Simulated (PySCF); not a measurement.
PySCF input (M06-2X/def2-TZVPD):

```python
from pyscf import gto, scf, dft

mol = gto.M(
    atom='''
    Si    0.25597722    0.27419803   -0.02783062
    C    -0.28473582    1.10918413    1.56168408
    C     1.69908262   -0.86754415    0.33272583
    C     0.70837479    1.53513780   -1.32572718
    O    -1.00379822   -0.58670952   -0.67666101
    C    -1.66318505   -1.65307476   -0.02585729
    H    -1.14167479    1.76434107    1.39019453
    H     0.52422831    1.71757589    1.97387720
    H    -0.56649706    0.38097780    2.32590922
    H     2.55231379   -0.30326123    0.71749589
    H     2.02324091   -1.38926324   -0.57044319
    H     1.44222074   -1.62056086    1.08152603
    H     1.53919428    2.16079210   -0.99093430
    H     1.00704059    1.04722509   -2.25566433
    H    -0.13821151    2.18838407   -1.54619063
    H    -2.12979584   -1.32862496    0.91062074
    H    -2.44570350   -2.02747028   -0.68682061
    H    -0.97687044   -2.47742982    0.19639349
    ''',
    basis='def2-tzvpd',
    charge=0,
    spin=0,
    verbose=4,
)

mf = dft.RKS(mol, xc='m062x').density_fit(auxbasis='def2-universal-jkfit')
mf.grids.level = 4
mf.conv_tol = 1e-9
mf.max_cycle = 100
mf.max_memory = 1500
mf.kernel()
if not mf.converged:
    mf = mf.newton()
    mf.kernel(mf.make_rdm1())
mf.analyze()
```

End of the output:

```
Extra cycle  E= -524.408164023697  delta_E= -1.36e-12  |g|= 2.98e-06  |ddm|= 1.64e-05
converged SCF energy = -524.408164023697
**** SCF Summaries ****
Total Energy =                        -524.408164023697395
Nuclear Repulsion Energy =             329.483650103311220
One-electron Energy =                -1373.287809428499486
Two-electron Energy =                  519.395995301490871
Two-electron Coulomb Energy =          575.107729985011702
DFT Exchange-Correlation Energy =      -55.711734683520810
HOMO-LUMO gap [eV] =                     9.293368982948449
**** MO energy ****
MO #1   energy= -67.0019708666621  occ= 2
MO #2   energy= -19.6084772899211  occ= 2
MO #3   energy= -10.5789163822168  occ= 2
MO #4   energy= -10.5057179944572  occ= 2
MO #5   energy= -10.5057104002946  occ= 2
MO #6   energy= -10.5033971491517  occ= 2
MO #7   energy= -5.53859926240919  occ= 2
MO #8   energy= -3.85023606303712  occ= 2
MO #9   energy= -3.84908641493007  occ= 2
MO #10  energy= -3.84896904437111  occ= 2
MO #11  energy= -1.12125403481421  occ= 2
MO #12  energy= -0.807166217119819 occ= 2
MO #13  energy= -0.772322647325882 occ= 2
MO #14  energy= -0.768097003968124 occ= 2
MO #15  energy= -0.76234429711715  occ= 2
MO #16  energy= -0.578731793811173 occ= 2
MO #17  energy= -0.522958900486082 occ= 2
MO #18  energy= -0.517404694200189 occ= 2
MO #19  energy= -0.492430414798635 occ= 2
MO #20  energy= -0.472222829572839 occ= 2
MO #21  energy= -0.470679787111794 occ= 2
MO #22  energy= -0.456761078983795 occ= 2
MO #23  energy= -0.451663516129503 occ= 2
MO #24  energy= -0.448043643865724 occ= 2
MO #25  energy= -0.44317730087955  occ= 2
MO #26  energy= -0.382583329388611 occ= 2
MO #27  energy= -0.379834164270621 occ= 2
MO #28  energy= -0.34620724027114  occ= 2
MO #29  energy= -0.331951263035487 occ= 2
MO #30  energy= 0.00957375065245817 occ= 0
MO #31  energy= 0.0273862711543126 occ= 0
MO #32  energy= 0.0362748121151365 occ= 0
MO #33  energy= 0.038897418818354  occ= 0
MO #34  energy= 0.0614667023201803 occ= 0
MO #35  energy= 0.0675206899333793 occ= 0
MO #36  energy= 0.0693250437754435 occ= 0
MO #37  energy= 0.0791391952798998 occ= 0
MO #38  energy= 0.0809778147788736 occ= 0
MO #39  energy= 0.0874218470297582 occ= 0
MO #40  energy= 0.101006493520096  occ= 0
MO #41  energy= 0.107247780732572  occ= 0
MO #42  energy= 0.114956908944123  occ= 0
MO #43  energy= 0.115260496299451  occ= 0
MO #44  energy= 0.121316777579002  occ= 0
MO #45  energy= 0.123074240217321  occ= 0
MO #46  energy= 0.135366719106474  occ= 0
MO #47  energy= 0.138732276386942  occ= 0
MO #48  energy= 0.141716803609157  occ= 0
MO #49  energy= 0.145906494910999  occ= 0
MO #50  energy= 0.153707483257465  occ= 0
MO #51  energy= 0.160321189680071  occ= 0
MO #52  energy= 0.185602502106083  occ= 0
MO #53  energy= 0.197122756530968  occ= 0
MO #54  energy= 0.202041597683576  occ= 0
MO #55  energy= 0.209101172738391  occ= 0
MO #56  energy= 0.213253286758767  occ= 0
MO #57  energy= 0.217318966712212  occ= 0
MO #58  energy= 0.218053443087967  occ= 0
MO #59  energy= 0.220077018333012  occ= 0
MO #60  energy= 0.233051564628611  occ= 0
MO #61  energy= 0.239082698708931  occ= 0
MO #62  energy= 0.251411863337251  occ= 0
MO #63  energy= 0.253685619754104  occ= 0
MO #64  energy= 0.258514039304842  occ= 0
MO #65  energy= 0.26293972731559   occ= 0
MO #66  energy= 0.266899340396382  occ= 0
MO #67  energy= 0.271687538289447  occ= 0
MO #68  energy= 0.27548496401325   occ= 0
MO #69  energy= 0.279465102157829  occ= 0
MO #70  energy= 0.284276912656749  occ= 0
MO #71  energy= 0.286488368407752  occ= 0
MO #72  energy= 0.289725243347835  occ= 0
MO #73  energy= 0.294228286372915  occ= 0
MO #74  energy= 0.306685517560312  occ= 0
MO #75  energy= 0.308922266478628  occ= 0
MO #76  energy= 0.311043144647123  occ= 0
MO #77  energy= 0.313795161307593  occ= 0
MO #78  energy= 0.321807072253782  occ= 0
MO #79  energy= 0.323663145948378  occ= 0
MO #80  energy= 0.324464174897127  occ= 0
MO #81  energy= 0.329337946729894  occ= 0
MO #82  energy= 0.338594051996601  occ= 0
MO #83  energy= 0.338991290106179  occ= 0
MO #84  energy= 0.348249970562379  occ= 0
MO #85  energy= 0.35334255196466   occ= 0
MO #86  energy= 0.35966713767575   occ= 0
MO #87  energy= 0.362745615671215  occ= 0
MO #88  energy= 0.364720642744223  occ= 0
MO #89  energy= 0.373939317514005  occ= 0
MO #90  energy= 0.374897004630428  occ= 0
MO #91  energy= 0.3886707119939    occ= 0
MO #92  energy= 0.393930985067374  occ= 0
MO #93  energy= 0.395092550971702  occ= 0
MO #94  energy= 0.408492936941427  occ= 0
MO #95  energy= 0.418216221063265  occ= 0
MO #96  energy= 0.423103976410941  occ= 0
MO #97  energy= 0.430266281832918  occ= 0
MO #98  energy= 0.434055897429713  occ= 0
MO #99  energy= 0.435289282778536  occ= 0
MO #100 energy= 0.448590628408417  occ= 0
MO #101 energy= 0.451422305779505  occ= 0
MO #102 energy= 0.465722434874343  occ= 0
MO #103 energy= 0.473144585799052  occ= 0
MO #104 energy= 0.473622865914382  occ= 0
MO #105 energy= 0.480802190724427  occ= 0
MO #106 energy= 0.481621501026343  occ= 0
MO #107 energy= 0.489055635951163  occ= 0
[...]
```
